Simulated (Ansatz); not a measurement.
**How methods differ on C3H12AlN (SMILES C[N+](C)(C)[AlH3-])**

The species is C3H12AlN (17 atoms), meant as a singlet with charge 0. SMILES: `C[N+](C)(C)[AlH3-]`. The coordinates come from a PBE0-D4/def2-TZVP relaxation.

```xyz
17

C    -0.4100    0.3335   -1.4224
N     0.0915   -0.0409   -0.0955
C     1.3744    0.6216    0.1648
C     0.2484   -1.4969   -0.0073
Al   -1.2661    0.5657    1.3204
H    -0.5443    1.4145   -1.4636
H     0.2934    0.0223   -2.2033
H    -1.3747   -0.1458   -1.5899
H     1.7212    0.3531    1.1628
H     1.2362    1.7020    0.1211
H     2.1231    0.3185   -0.5762
H     0.5967   -1.7607    0.9914
H     0.9693   -1.8537   -0.7520
H    -0.7171   -1.9732   -0.1785
H    -1.2709    2.1462    1.0360
H    -2.5521   -0.2688    0.8422
H    -0.5191    0.0628    2.6500
```

Each level gives the electronic atomisation energy (eV). The values are calculated. Electronic energies at fixed atoms, without zero-point motion or spin-orbit coupling.

```json
{"level": "BLYP/6-31G* (spherical functions)", "kind": "GGA", "program": "Ansatz", "value (eV)": "60.30", "less CCSD(T)/6-31G*": "+5.10", "CPU time (all runs)": "11 s"}
{"level": "PBE/6-31G* (spherical functions)", "kind": "GGA", "program": "Ansatz", "value (eV)": "61.58", "less CCSD(T)/6-31G*": "+6.38", "CPU time (all runs)": "10 s"}
{"level": "r2SCAN/6-31G* (spherical functions)", "kind": "meta-GGA", "program": "Ansatz", "value (eV)": "60.95", "less CCSD(T)/6-31G*": "+5.75", "CPU time (all runs)": "19 s"}
{"level": "CAM-B3LYP/6-31G* (spherical functions)", "kind": "range-separated hybrid", "program": "Ansatz", "value (eV)": "61.46", "less CCSD(T)/6-31G*": "+6.26", "CPU time (all runs)": "13 s"}
{"level": "B2PLYP/6-31G* (spherical functions)", "kind": "double hybrid", "program": "Ansatz", "value (eV)": "59.14", "less CCSD(T)/6-31G*": "+3.94", "CPU time (all runs)": "16 s"}
{"level": "RPA@PBE0/6-31G* (spherical functions)", "kind": "RPA", "program": "Ansatz", "value (eV)": "54.84", "less CCSD(T)/6-31G*": "-0.36", "CPU time (all runs)": "18 s"}
{"level": "CCSD(T)/6-31G* (spherical functions)", "kind": "coupled cluster or CI", "program": "Ansatz", "value (eV)": "55.20", "less CCSD(T)/6-31G*": "0.00", "CPU time (all runs)": "32 s"}
{"level": "CCSD/6-31G* (spherical functions)", "kind": "coupled cluster or CI", "program": "Ansatz", "value (eV)": "54.80", "less CCSD(T)/6-31G*": "-0.40", "CPU time (all runs)": "24 s"}
```

CCSD(T)/6-31G* (spherical functions) is the highest level here, not the true value. Correlated wave functions underbind in double-zeta sets. The values span 54.80 to 61.58 eV. Times are those of the runs behind each value, whatever else they computed, on shared processors of several kinds: orders of magnitude only.
